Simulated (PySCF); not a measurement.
**Solvent effects on NMR parameters**

Numbering as in the mapped SMILES `[CH2:1]=[C:2]([Cl:3])/[CH:4]=[N:5]\[c:6]1[cH:7][cH:8][cH:9][cH:10][cH:11]1`; H(Xn) means a hydrogen on atom n. Ha(C1) is cis to Cl3; Hb(C1) is trans to Cl3.

GIAO PBE0/pcSseg-1 in PySCF 2.14 on one PBE0-D3(BJ)/def2-SVP conformer, non-relativistic, equivalent nuclei averaged. Solvents enter as an IEF-PCM continuum (chloroform with ε = 4.7, water with ε = 78.4) around the gas-phase geometry. Shifts are referred to TMS computed in the same medium.

In chloroform, δ in ppm: C4 162.9, C6 157.4, C2 141.5, C8/C10 136.9, C1 136.0, C9 129.9, C7/C11 122.6, H(C4) 7.76, H(C8)/H(C10) 7.66, H(C9) 7.35, H(C7)/H(C11) 6.93, Ha(C1) 5.98, Hb(C1) 5.27. Dipole moment 2.31 D.

**Question.** How does each δ change in the more polar medium?

**Answer.** 
| atoms | environment | Δδ, water |
| --- | --- | --- |
| C4 | C=N carbon | +1.2 |
| C6 | aromatic carbon bearing nitrogen | +0.3 |
| C2 | fully substituted alkene carbon | 0.0 |
| C8/C10 | aromatic CH | +0.6 |
| C1 | terminal =CH2 carbon | +1.4 |
| C9 | aromatic CH | +0.6 |
| C7/C11 | aromatic CH | +0.6 |
| H(C4) | hydrogen on a C=N carbon | +0.02 |
| H(C8)/H(C10) | hydrogen on an aromatic CH | +0.08 |
| H(C9) | hydrogen on an aromatic CH | +0.08 |
| H(C7)/H(C11) | hydrogen on an aromatic CH | +0.07 |
| Ha(C1) | hydrogen on a terminal =CH2 carbon | +0.11 |
| Hb(C1) | hydrogen on a terminal =CH2 carbon | +0.07 |

Changes are relative to chloroform. The dipole moment becomes 2.53 D in water.

**Question.** Which nuclei move most (in ppm), and what does the model miss?

**Answer.** C1 (terminal =CH2 carbon, +1.4 ppm) in water. A continuum only polarises the solute; specific hydrogen bonds, the anisotropy of aromatic solvents and changes of geometry or conformer are outside it.
